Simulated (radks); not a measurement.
Values are calculated unless marked as measured or tabulated.
Task: All-electron atom: Bi39+ in [Kr] 4d8 (the NIST ground configuration). Level of theory: Dirac Kohn-Sham, PBE, spin-unpolarised, spherical densities, finite nucleus; open shells fill j = l - 1/2 first; Fermi nuclear charge, rms radius 5.5211 fm (a radial shooting solver on a logarithmic mesh with Libxc functionals). Some entries of the table are withheld. Estimate them.

| orbital | occ. | eigenvalue (eV) | <r> (bohr) |
|---|---|---|---|
| 1s1/2 | 2 | -92125.21 | 0.01580 |
| 2s1/2 | 2 | -17918.59 | (1) |
| 2p1/2 | 2 | -17287.94 | 0.05389 |
| 2p3/2 | 4 | -14969.48 | 0.06294 |
| 3s1/2 | 2 | -5579.081 | (2) |
| 3p1/2 | 2 | -5296.517 | (3) |
| 3p3/2 | 4 | -4768.960 | (4) |
| 3d3/2 | 4 | -4308.346 | 0.1530 |
| 3d5/2 | 6 | -4196.376 | 0.1578 |
| 4s1/2 | 2 | -2390.348 | 0.3513 |
| 4p1/2 | 2 | -2266.324 | (5) |
| 4p3/2 | 4 | -2107.160 | (6) |
| 4d3/2 | 4 | -1908.411 | 0.3632 |
| 4d5/2 | 4 | -1875.488 | 0.3704 |
| 5s1/2 | 0 | -1310.179 | 0.6209 |
| 5p1/2 | 0 | -1252.402 | (7) |
| 5p3/2 | 0 | -1188.695 | (8) |

Result: 
(1) 2s1/2 <r> (bohr): 0.06580
(2) 3s1/2 <r> (bohr): 0.1699
(3) 3p1/2 <r> (bohr): 0.1604
(4) 3p3/2 <r> (bohr): 0.1763
(5) 4p1/2 <r> (bohr): 0.3481
(6) 4p3/2 <r> (bohr): 0.3734
(7) 5p1/2 <r> (bohr): 0.6262
(8) 5p3/2 <r> (bohr): 0.6598
